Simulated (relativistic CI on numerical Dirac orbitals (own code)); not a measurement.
# Sensitivity of the levels of Se+ to α and to the nuclear radius

These numbers are calculated, not measured: Dirac-Coulomb-Breit CI, separate exchange-only KLI orbitals for each configuration, valence Slater integrals scaled by 0.85, P86 correlation energy added to each configuration, derivatives by finite differences, QED left out (own radial code, finite nucleus).

Configurations in the expansion (outside the closed core [Ar] 3d10): 4s²4p³, 4s4p⁴, 4s²4p²5s, 4s²4p²5p, 4s²4p²5d, 4s²4p²4d, 4p⁵, 4s²4p4d², 4s²4d²5s, 4s²4d²5p, 4s²4d²5d, 4s²4d³. Double excitations out of closed p, d and f shells are left out; levels of such configurations are missing from the list, as are those of other unlisted configurations, and high levels can miss mixing partners.

With x = (α/α₀)² − 1 an excitation energy changes as ω = ω₀ + qx; K = 2q/ω₀ is the relative enhancement. Terms are leading LS components, so labels can repeat. The field-shift factor is F = δν/δ⟨r²⟩ for the transition from the lowest level.

Lowest level 4s²4p³ ⁴S°3/2.

```
         Level  ω₀ (cm⁻¹)  q (cm⁻¹)  F (GHz/fm²)
 4s²4p³ ²D°3/2    14213.0    -985.9       0.0305
 4s²4p³ ²D°5/2    15080.3       487       0.0388
 4s²4p³ ²P°1/2    20625.5     671.7      -0.0941
 4s²4p³ ²P°3/2    21703.0      2612      -0.0909
   4s4p⁴ ⁴P5/2    83944.3      3649        -3.62
   4s4p⁴ ⁴P3/2    85587.9      5393         -3.6
   4s4p⁴ ⁴P1/2    86428.5      6142        -3.58
4s²4p²5s ⁴P1/2    97642.4     -3458         1.58
4s²4p²5s ⁴P3/2    99106.4     -1621         1.58
4s²4p²5s ⁴P5/2   101058.2       186         1.55
4s²4p²5s ²P1/2   101153.5     -1540         1.45
4s²4p²5s ²P3/2   102185.1     608.6      -0.0772
   4s4p⁴ ²D3/2   103316.1      2118       -0.689
```

For a near-neutral ion this model can misplace configurations by up to about 10,000 cm⁻¹ (more where the count of f electrons changes) and terms by 10 to 25 % of their spread. Rates follow the energies as ν³ (E1, M1) or ν⁵ (E2), so they and the lifetimes can be off by large factors. The fine structure of a lone outer electron comes out too small, for d and f at times inverted, and misplaced configurations move strength between like terms.

**Question.** Which transition from the lowest level has the largest |K|?

**Answer.** 4s²4p³ ²P°3/2 at 21703.0 cm⁻¹, K = 0.241.
